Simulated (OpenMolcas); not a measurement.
**Ag5+: moving or changing the point charges**

Ag5+ among 5 point charges of -1.5 e arranged as a trigonal bipyramid (D3h), 2.11 Å from the ion, with the axial distance 2.384 Å.

```
Program             : OpenMolcas 26.06
Method              : SS-CASPT2, IPEA 0.25 Eh, imaginary shift 0.1 Eh (closed shells correlated: 4s 4p)
Basis               : ANO-RCC-VTZP [7s6p4d2f1g]
Scalar Hamiltonian  : DKH2, point nucleus
Active space        : 6 electrons in 5 orbitals (4d)
State averaging     : 2S+1 = 5 even, 5 roots; 2S+1 = 3 even, 45 roots; 2S+1 = 1 even, 50 roots
Spin-orbit coupling : state interaction with AMFI integrals over the reference wave functions
```

Runs around this geometry, states (labels of D3, the rotations of D3h). Energies in cm-1 above the lowest state or level, χT in cm3 K/mol.

```tsv
R (Å)	q (e)	Axial / equatorial distance	Ground state	First state of that spin	First gap with spin-orbit (degeneracies)	χT at 300 K	First state of another spin
2.11	-1.5	1.04	5E	5E 27	32 (2, 2)	5.418	3A2 20990
2.11	-0.98	1.13	5E	5E 650	3 (2, 2)	5.477	3E 21310
1.91	-1.5	1.13	5E	5E 1580	25 (2, 2)	5.100	3E 21320
2.11	-1.5	1.13	5E	5E 1010	3 (2, 2)	5.348	3E 21310
2.33	-1.5	1.13	5E	5E 700	17 (2, 2)	5.484	3E 21310
```

Taking the first state of the same spin as R^-n, n = -ln(700 / 1580) / ln(2.33 / 1.91) = 4.1 between the shortest and longest distance.

Scaling the charges by -0.98 / -1.5 = 0.65 scales the first state of the same spin by 650 / 1010 = 0.64; with fixed orbitals a first-order splitting would follow the charge.

Roots that are degenerate in the reference are averaged as groups; the widest CASPT2 spread within a group is 120 cm-1 (the 2-fold group of multiplicity 5 near 1010 cm-1 above the lowest state of its run, R = 2.11, q = -1.5, ratio = 1.13). Shifts and gaps below about the spread of the groups concerned are not significant. An orbital doublet at a regular site is open to a Jahn-Teller distortion, which this geometry leaves out. Point charges give a weaker field than real ligands, and real ions of this kind are as a rule low spin; the high spin found here belongs to the model. The ground term spreads over less than 5000 cm-1, several times less than with real ligands, so orbital moments are less quenched and χT lies further from the spin-only value than at real sites. Free-ion shares, where given, are those of the reference states; single-state CASPT2 does not remix them. Spin-orbit coupling mixes the spin-free states strongly: the lowest level takes only 60 % from its leading state, 5E (figures for R = 2.11, q = -0.98, ratio = 1.13; the like holds for R = 2.11, q = -1.5, ratio = 1.13, R = 2.33, q = -1.5, ratio = 1.13). This is an electrostatic model: the charges have no orbitals. No measured value stands beside these numbers.
